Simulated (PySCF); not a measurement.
Si(SH)2 (H2S2Si), SMILES S[Si]S (connectivity only; charge and spin as stated), neutral, multiplicity 1. Atoms are numbered in the order given.

```xyz
5

Si     0.9992    -0.0107     0.0000
S     -0.3345     1.6696     0.0000
H     -1.5313     1.0530     0.0000
S     -0.4708    -1.5656     0.0000
H      0.4264    -2.5668     0.0000
```

The structure is a stationary point at PBE0-D3(BJ)/def2-TZVP. One conformer was computed; it need not be the lowest.

The numbers are results of M06-2X/def2-TZVPD run with PySCF, not measurements.

Gas-phase values at a fixed geometry.

```yaml
total_energy: -1087.09051 hartree
point_group: Cs
highest_occupied_level: -8.13 eV
lowest_empty_level: -1.45 eV
orbital_gap: 6.67 eV
dipole_moment: 1.02 D
quadrupole, principal values (traceless, Buckingham form, about the centre of nuclear charge): -2.28, -1.72, 4.01 D·Å
mean_static_polarisability: 75.6 bohr³ (11.21 Å³)
polarisability_principal_values: 57.1, 74.9, 94.8 bohr³
```
